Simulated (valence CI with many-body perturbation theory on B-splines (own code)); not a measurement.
Which ion has this spectrum?

A relativistic CI+MBPT calculation for an atom or ion with 33 electrons gives these levels (eV):

| J | Parity | E | g |
| --- | --- | --- | --- |
| 3/2 | odd | 0.00 | 1.37 |
| 3/2 | odd | 70.39 | 1.45 |
| 5/2 | odd | 75.53 | 1.20 |
| 1/2 | odd | 81.98 | 0.66 |
| 3/2 | even | 142.93 | 0.80 |
| 3/2 | odd | 153.28 | 1.30 |
| 5/2 | even | 156.23 | 1.43 |
| 5/2 | even | 169.94 | 1.26 |
| 1/2 | even | 174.77 | 2.14 |
| 3/2 | even | 177.02 | 1.16 |
| 3/2 | even | 213.15 | 0.92 |
| 5/2 | even | 213.17 | 0.97 |
| 1/2 | even | 213.59 | 0.23 |
| 7/2 | even | 218.29 | 1.05 |

The energies are calculated, and their last digits are not significant.

Problem. Which is it?
A. Yb37+
B. W41+
C. Tm36+
D. Lu38+

Solution. D. Lu38+, ground level (4s^2 4p1/2^2 4p3/2) J=3/2.
